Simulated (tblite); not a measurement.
Compound: trifluorosilylphosphinidene F3Si-P, F₃PSi (triplet state).
Geometry (GFN2-xTB, Å), atoms numbered from 1 in this order:
```
atom  x, y, z in Å
F1    -0.8324   -1.0706   -0.8534
Si2   -0.0213    0.0049   -0.0058
F3    -0.4021    1.3740   -0.7226
F4    -0.8519    0.0783    1.3497
P5     2.1164   -0.3838    0.2149
```

All values are computed: GFN2-xTB (tblite) harmonic vibrations without scaling, gas phase. Errors from tens to a few hundred cm⁻¹ against measured bands are possible. Open shells enter through the occupations alone, without spin polarisation, and single modes of such species can be off by tens of per cent.

Problem. How many normal modes are there?

Solution. 5 atoms, non-linear: 3N − 6 = 9.

Problem. What is the point group of the computed structure, and how do the modes divide by symmetry?

Solution. C3v. The characters give 3 non-degenerate and 3 twofold fundamentals, 3 of them totally symmetric.

Problem. How many distinct wavenumbers does the calculation give?

Solution. 6, with degenerate components joined.

Problem. How many fundamentals are allowed in the infrared by symmetry?

Solution. 6 of 6, those that transform like x, y or z.

Problem. Zero-point energy?

Solution. Half the sum of the wavenumbers, 2063 cm⁻¹, or 0.256 eV from 9 modes.

Problem. What thermal excitation has the softest real mode at 298.15 K?

Solution. θ = hcν̃/k = 183 K for 127.4 cm⁻¹, so N1/N0 = 0.54 and ⟨v⟩ = 1/(exp(θ/T) − 1) = 1.2, for each component of the degenerate mode taken as one oscillator.
